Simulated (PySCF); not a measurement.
AlI₃, SMILES [I][Al]([I])[I].

Geometry optimised at PBE0-D3(BJ)/def2-SVP. The isomer is the one that the SMILES or the coordinates give; other isomers of the formula were not compared. The def2 effective core potentials stand for the cores of I; spin–orbit coupling is left out.

Calculation: PBE0-D3(BJ)/def2-SVP (PySCF).

Frequencies are harmonic and unscaled.

Modes within 1.5 cm⁻¹ of each other (mostly degenerate sets) share a row, with their intensities summed.

Computed normal modes with their intensities:
```tsv
mode	ν (cm⁻¹)	IR (km/mol)	moving atoms (share of kinetic energy)
1–2	65	1.7	I 95 %
3	144	8.0	Al 93 %
4	164	0.0	I 100 %
5–6	440	273.8	Al 88 %, I 12 %
```
